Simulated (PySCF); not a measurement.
C6H5ClS2 (charge -1 and doublet state).
Cartesian coordinates in Å at the GFN2-xTB level; atoms count from 1:
```
atom  x, y, z in Å
C1    -2.227   -0.971   -0.417
C2    -1.475    0.238    0.055
S3    -2.336    1.609    0.550
C4    -0.091    0.214    0.079
C5     0.818    1.205    0.471
C6     2.152    0.836    0.360
C7     2.316   -0.439   -0.114
Cl8    3.815   -1.243   -0.386
S9     0.797   -1.235   -0.446
H10   -1.996   -1.835    0.212
H11   -1.938   -1.226   -1.441
H12   -3.298   -0.783   -0.385
H13    0.477    2.161    0.823
H14    2.984    1.470    0.617
```

The hyperfine couplings belong to this conformer and change with its torsions.

Identity: `C[C]([S-])C1=CC=C(Cl)S1` [radical] (charge -1).

Method: PySCF 2.14.0, UKS B3LYP, pcH-1 on C Cl H S, non-relativistic, mean-field spin-orbit, GIAO. Whether the extra electron is bound in the gas phase wasn't checked; a finite basis holds it in any case. The geometry wasn't refined by DFT: couplings that depend on bond lengths, twists or pyramidal angles can differ widely from those at the functional's own minimum, by a factor of two or more for some ions and for spin on atoms past the first row.

**Question.** Count the α and β electrons and give S(S+1).

**Answer.** Nα = 46, Nβ = 45 (91 in all), and S(S+1) = 0.75 for S = 1/2.

Mulliken spin populations, one withheld:

| atom | bound to | population |
| --- | --- | --- |
| C1 | C2, H10, H11, H12 | -0.0269 |
| C2 | C1, S3, C4 | +0.2699 |
| S3 | C2 | ? |
| C4 | C2, C5, S9 | -0.0534 |
| C5 | C4, C6, H13 | +0.2619 |
| C6 | C5, C7, H14 | -0.1091 |
| C7 | C6, Cl8, S9 | +0.2514 |
| Cl8 | C7 | +0.0105 |
| S9 | C7, C4 | +0.0817 |
| H10 | C1 | +0.0157 |
| H11 | C1 | +0.0153 |
| H12 | C1 | -0.0006 |
| H13 | C5 | -0.0125 |
| H14 | C6 | +0.0040 |

**Question.** What does S3 hold?

**Answer.** 1 − (0.7079) gives +0.292, since all populations sum to 2S.

**Question.** How is the spin shared among the elements?

**Answer.** Carbon +0.59, sulfur +0.37, hydrogen +0.02, chlorine +0.01. The positive populations sum to 1.20, the negative ones to -0.20.

**Question.** With ⟨S²⟩ = 0.7639, find the sum of squared α–β overlaps and estimate the admixture of higher spin.

**Answer.** Σ|⟨iα|jβ⟩|² over occupied orbitals = Nβ − [⟨S²⟩ − S(S+1)] = 45 − 0.0139 = 44.9861. If the quartet state (S + 1) were the only admixture, its weight would be 0.0139/(2S + 2) = 0.46 %. For Kohn–Sham this describes the determinant of the orbitals, not the true wave function.

**Question.** What Fermi-contact NMR shifts do the couplings of C1, C2, C4, C5, C6, C7, H10/H11/H12 imply at 350 K (Curie law, g = gₑ)?

**Answer.** δ = a_FC·h·gₑ μB S(S+1)/(3 g_N μN kT), with k/h = 20836.6 MHz/K:

```json
{"nuclei": "C1", "isotope": "13C", "a_FC (MHz)": "-12.80", "g_N": "1.4048", "contact shift (ppm)": "-1148"}
{"nuclei": "C2", "isotope": "13C", "a_FC (MHz)": "27.71", "g_N": "1.4048", "contact shift (ppm)": "+2486"}
{"nuclei": "C4", "isotope": "13C", "a_FC (MHz)": "-21.34", "g_N": "1.4048", "contact shift (ppm)": "-1915"}
{"nuclei": "C5", "isotope": "13C", "a_FC (MHz)": "19.96", "g_N": "1.4048", "contact shift (ppm)": "+1791"}
{"nuclei": "C6", "isotope": "13C", "a_FC (MHz)": "-21.40", "g_N": "1.4048", "contact shift (ppm)": "-1920"}
{"nuclei": "C7", "isotope": "13C", "a_FC (MHz)": "34.70", "g_N": "1.4048", "contact shift (ppm)": "+3113"}
{"nuclei": "H10/H11/H12", "isotope": "1H", "a_FC (MHz)": "17.21", "g_N": "5.5857", "contact shift (ppm)": "+388"}
```

The sign follows the spin density at the nucleus: positive density means a positive shift. Entries for several nuclei are means.

Nuclei that the bonding pattern makes equivalent are averaged, as if the motion that swaps them (rotation, inversion, ring flip) were fast. The three 1H nuclei of mean +17.2 MHz run from 0.7 to 25.9 MHz in the frozen geometry.

Examples of negative spin density at the nucleus (bohr⁻³): C6 (-0.0190), C4 (-0.0190) and C1 (-0.0114).

C2, the radical centre as drawn in `C[C]([S-])c1ccc(Cl)s1`, holds a spin population of +0.27 out of 1.
